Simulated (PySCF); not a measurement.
# Te: excitation energy

Te [Kr] 4d10 5s2 5p4 (3P) → Te [Kr] 4d10 5s1 5p5 (3P), as a difference of total energies. All numbers are calculated (PySCF 2.14, scalar relativity by spin-free X2C-1e, in x2c-QZVPPall with one added diffuse shell each of s, p, d, f type (14s10p8d5f1g, 128 functions)). Correlated levels: valence: [Kr] 4d10 frozen; valence and next inner shell: [Ar] 3d10 frozen. The calculations carry no spin-orbit coupling.

```json
{"method": "UHF", "excitation energy (cm⁻¹)": "80472"}
{"method": "LDA", "excitation energy (cm⁻¹)": "74637"}
{"method": "PBE", "excitation energy (cm⁻¹)": "73888"}
{"method": "PBE0", "excitation energy (cm⁻¹)": "75798"}
{"method": "r2SCAN", "excitation energy (cm⁻¹)": "74504"}
{"method": "r2SCAN0", "excitation energy (cm⁻¹)": "76217"}
{"method": "BHandHLYP", "excitation energy (cm⁻¹)": "77910"}
{"method": "TPSS", "excitation energy (cm⁻¹)": "73859"}
{"method": "MP2 (valence)", "excitation energy (cm⁻¹)": "74215"}
{"method": "SCS-MP2 (valence)", "excitation energy (cm⁻¹)": "73419"}
{"method": "MP2 (valence and next inner shell)", "excitation energy (cm⁻¹)": "74612"}
{"method": "SCS-MP2 (valence and next inner shell)", "excitation energy (cm⁻¹)": "73648"}
```

A first-order spin-orbit estimate (lowest level to lowest level, LS coupling) adds -0.025 eV.

The upper state lies above the first ionisation limit, where it may autoionise and the basis confines it.
